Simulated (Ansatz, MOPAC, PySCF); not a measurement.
The molecule MgCl-, closed-shell singlet (lowest of 2S+1 = 1, 3 at CCSD(T)/def2-TZVPP on PBE0 minima; our sources give no spin for the ground state, which may be another).

The constants come from a fifth-degree fit in 1/R (seven points, main isotopes). Runs in def2 and cc sets follow the lowest solution found near the PBE0 minimum. The singlet is held restricted. HF and MP2 rows in def2 and cc sets belong to the determinant that coupled cluster picked by its CCSD energy.

Run with Ansatz (Gaussian basis) for Hartree–Fock, density functionals and correlated methods; MOPAC for AM1, PM3, PM6 (differences of heats of formation); PySCF for 3-21G rows, 6-31G* rows. Each number belongs to the level named beside it.

```csv
level,r_e (Å),ω_e (cm⁻¹),B_e (cm⁻¹),ω_e x_e (cm⁻¹)
AM1,2.286,411,0.227,1.5
PM3,2.341,529,0.216,29
PM6,2.329,408,0.218,2.1
HF/3-21G,2.498,286,0.190,2.4
HF/6-31G*,2.443,285,0.199,2.6
HF/def2-TZVPP,2.407,295,0.204,2.8
HF/def2-QZVPP,2.392,299,0.207,3.0
SVWN5/def2-TZVPP,2.366,310,0.212,2.4
PBE/def2-TZVPP,2.409,292,0.204,2.4
BP86/6-31G*,2.441,285,0.199,2.3
r2SCAN/def2-TZVPP,2.381,310,0.209,2.4
B97M-V/def2-TZVPP,2.382,305,0.209,2.7
B3LYP/6-31G*,2.440,283,0.199,2.4
B3LYP/def2-TZVPP,2.416,285,0.203,2.5
PBE0/def2-TZVPP,2.391,301,0.207,2.5
BHLYP/def2-TZVPP,2.396,295,0.206,2.7
CAM-B3LYP/def2-TZVPP,2.396,294,0.206,2.6
wB97X-V/def2-TZVPP,2.392,303,0.207,2.6
wB97M-V/def2-TZVPP,2.416,285,0.203,2.5
B2PLYP/def2-TZVPP,2.400,297,0.206,2.6
MP2/6-31G*,2.384,323,0.208,2.5
MP2/def2-TZVPP,2.387,310,0.208,2.6
MP2/def2-QZVPP,2.373,300,0.210,2.8
SCS-MP2/def2-TZVPP,2.393,306,0.207,2.6
SCS-MP2/def2-QZVPP,2.380,297,0.209,2.8
CCSD/def2-TZVPP,2.389,310,0.208,2.6
CCSD/def2-QZVPP,2.374,301,0.210,2.8
CCSD(T)/def2-TZVPP,2.385,313,0.208,2.6
CCSD(T)/def2-QZVPP,2.373,302,0.210,2.7
```

Correlated levels freeze the inner cores; with def2 sets outer-core shells near the valence are correlated too. Rows in 3-21G, 6-31G* carry no dispersion term and start afresh at each structure (6-31G* with six Cartesian d functions). MP2/6-31G* freezes PySCF's default core, which is smaller on s-block atoms. The state that AM1, PM3, PM6 reach isn't checked.

Doubts at one or more of the structures used: a restricted determinant that unrestricted orbitals would lower (HF/def2-TZVPP, HF/def2-QZVPP, MP2/def2-TZVPP, MP2/def2-QZVPP, SCS-MP2/def2-TZVPP, SCS-MP2/def2-QZVPP, CCSD/def2-TZVPP, CCSD/def2-QZVPP, CCSD(T)/def2-TZVPP, CCSD(T)/def2-QZVPP).

Ansatz is a first-principles code.
